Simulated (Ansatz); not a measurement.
C₂H₈Si, charge +1, doublet, at a GFN2-xTB geometry (a state made from the parent by changing its charge; the spin is typed, not shown lowest). Base run: Ansatz (a first-principles code) with B3LYP/3-21G.

Here is a job for Ansatz.
Ansatz 0.2 input:
```yaml
crystal:
  periodic: [false, false, false]
  atoms:
    - {symbol: Si, position_ang: [0.04468989, -0.54191317, -0.46164212]}
    - {symbol: C, position_ang: [1.29101569, 0.84810625, 0.13814376]}
    - {symbol: C, position_ang: [-1.37282337, 0.14390033, 0.70692156]}
    - {symbol: H, position_ang: [0.09639045, -1.95945138, -0.08865279]}
    - {symbol: H, position_ang: [0.09809637, -0.39891137, -1.92037678]}
    - {symbol: H, position_ang: [1.03247155, 1.81727225, -0.28054921]}
    - {symbol: H, position_ang: [2.25431766, 0.52522285, -0.24893284]}
    - {symbol: H, position_ang: [1.32086345, 0.90712564, 1.22133276]}
    - {symbol: H, position_ang: [-2.26643254, -0.37831681, 0.37407838]}
    - {symbol: H, position_ang: [-1.49590076, 1.21539080, 0.58678531]}
    - {symbol: H, position_ang: [-1.17461848, -0.09358710, 1.74891300]}
basis:
  gaussian:
    orbitals: 3-21G.json
hamiltonian:
  xc: b3lyp
total_charge: 1
magnetization: {spin_polarized: true, initial_magnetization: 1}
```
The basis file holds 3-21G in the JSON format of the Basis Set Exchange.

Variants of this job, named by their change:

```csv
change,ΔE vs base (eV)
base,0.00
occupation = up:A:8 B:9 down:A:9 B:7,8.59
occupation = up:A:9 B:8 down:A:9 B:7,0.00
occupation = up:A:10 B:7 down:A:9 B:7,9.78
symmetry_tolerance_ang = 0.01,0.00
```
